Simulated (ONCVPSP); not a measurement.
Before and after: ONCV potential for silver (Ag)

ONCVPSP 4.0.1 input, shortened (lines: element, Z, core and valence counts, functional; n l f; lmax; l rc ep ncon nbas qcut; lloc lpopt rc5 dvloc0; l nproj debl; icmod fcfact rcfact), PBE, scalar-relativistic:

```
  Ag 47.00    6    3        4      upf
    1    0    2.00
    2    0    2.00
    2    1    6.00
    3    0    2.00
    3    1    6.00
    3    2   10.00
    4    0    2.00
    4    1    6.00
    4    2   10.00
    2
    0    1.55    0.00    3    7    9.60
    1    1.55    0.00    4    8   10.40
    2    2.00    0.00    5   10    6.80
    0    5    1.55    0.00
    0    0    3.10
    1    2    3.70
    2    2    0.60
    0    0.00    0.00
```

Change: s: nproj 1; local potential polynomial inside 1.50 bohr (lpopt 5, dvloc0 6 Ha).

Cutoffs: the cutoffs (Ha) at which the residual kinetic energy of the hardest occupied pseudo-wave falls to 1 and 0.1 mHa per electron; they do not see the model core or the augmentation charge, which bear on the density cutoff. Errors are all-electron minus pseudo energies relative to the spin-unpolarised reference configuration.

Question: Predict the effect on cutoff, ghosts and configuration errors.

Answer: The potential gets neither clearly harder nor softer (29 Ha and 35 Ha → 29 Ha and 35 Ha); the number of tests with a reliable result goes from 3 to 4; the errors of the 3 common tests hardly move; the range in which the s phases agree widens (upper end -1.7 → 4.2); neither file shows a bound ghost.

```tsv
quantity	base	changed
cutoff, loose	29 Ha	29 Ha
cutoff, tight	35 Ha	35 Ha
bound ghosts	none	none
GHOST(+) flags under 300 eV	none	none
tests with a reliable result	3 of 4	4 of 4
error for 4s2 4p6 4d9, meV [ΔE 22.11 eV]	+8.8	+9.0
error for 4s2 4p6 4d8, meV [ΔE 58.31 eV]	+68	+69
error for 4s2 4p6 4d7, meV [ΔE 110.02 eV]	+244	+249
s: phases at 1.57 bohr within 0.05 rad from the reference energy up to (Ha; the scan ends near 5)	-1.7	4.2
p: phases at 1.57 bohr within 0.05 rad from the reference energy up to (Ha; the scan ends near 5)	to the end of the scan	to the end of the scan
d: phases at 2.04 bohr within 0.05 rad from the reference energy up to (Ha; the scan ends near 5)	to the end of the scan	to the end of the scan
```
